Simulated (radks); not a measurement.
The numbers below are computed, except where a source is named.
Question: The mean radii <r> (bohr) of the occupied orbitals of an atom or ion are listed with their occupations. Level of theory: scalar-relativistic Kohn-Sham, PBEsol, spin-polarised, spherical densities, finite nucleus; Fermi nuclear charge, rms radius of each element as measured or else 0.836 A^(1/3) + 0.57 fm (a radial shooting solver on a logarithmic mesh with Libxc functionals).

orbital  occ.      <r>
1s up       1  0.03110
1s down     1  0.03110
2s up       1   0.1328
2s down     1   0.1326
2p up       3   0.1155
2p down     3   0.1152
3d up       2   0.2744

Name the element and its charge. Open shells, if any, are filled with parallel spins first.

Answer: Z = 47, silver, charge +35: Ag35+ in [Ne] 3d2. The 1s radius gives Z: for a bare nucleus <r> = (2 gamma + 1)/(2Z) with gamma = sqrt(1 - (Z/c)^2), 0.03062 bohr for Z = 47, and screening makes it slightly larger (0.03110 here). The occupations add up to 12, and the charge is Z minus that.
